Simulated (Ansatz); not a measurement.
Molecule: sum formula RhB$_{2}$O (charge -1, singlet). SMILES: [B][Rh-][B][O]
Geometry from a B3LYP-D3(BJ)/def2-TZVP (Ansatz, an electronic-structure program) optimisation:
```xyz
4

Rh     0.3551    -0.2225     0.3741
B     -0.8270     0.1733     1.5844
B     -0.5367     0.4399    -1.3029
O     -1.1451     0.8685    -2.2805
```
Charge -1, spin multiplicity 1.

Quantity: vertical ionisation energy (to the doublet state of charge +0; each state is the SCF solution reached for its spin; the UHF <S^2> is 1.03 for the doublet (pure: 0.75); for the doublet T1 is 0.075; for the singlet the Hartree-Fock reference is unstable and T1 is 0.035), in eV. Valence correlation only, unless marked. Open shells are spin-unrestricted. No spin-orbit coupling. The frozen core is the preceding noble-gas configuration, with the filled d and f shells of earlier blocks. Past Kr the def2 sets carry scalar-relativistic core potentials. Anions need diffuse functions: def2-D sets add few. CBS marks a two-point X^-3 extrapolation of the correlation energy; Hartree-Fock from the larger set. The bracket is a focal-point correction in the basis named.

```
level                                                          program  vertical ionisation energy (eV)
-------------------------------------------------------------  -------  -------------------------------
PBE/def2-TZVPD                                                  Ansatz                             2.57
r2SCAN/def2-TZVPD                                               Ansatz                             2.49
B3LYP/def2-TZVPD                                                Ansatz                             2.56
CAM-B3LYP/def2-TZVPD                                            Ansatz                             2.50
wB97M-V/def2-TZVPD                                              Ansatz                             2.42
MP2/def2-SVPD                                                   Ansatz                             3.60
MP2/def2-TZVPPD                                                 Ansatz                             3.94
RI-MP2/CBS(def2-TZVPPD,def2-QZVPPD)                             Ansatz                             4.14
SCS-MP2/def2-SVPD                                               Ansatz                             3.32
SCS-MP2/def2-TZVPPD                                             Ansatz                             3.65
CCSD/def2-TZVPPD                                                Ansatz                             2.35
CCSD(T)/def2-TZVPPD                                             Ansatz                             2.62
RI-MP2/CBS(def2-TZVPPD,def2-QZVPPD)+[CCSD(T)-MP2]/def2-SVPD     Ansatz                             2.95
RI-MP2/CBS(def2-TZVPPD,def2-QZVPPD)+[CCSD(T)-MP2]/def2-TZVPPD   Ansatz                             2.82
```
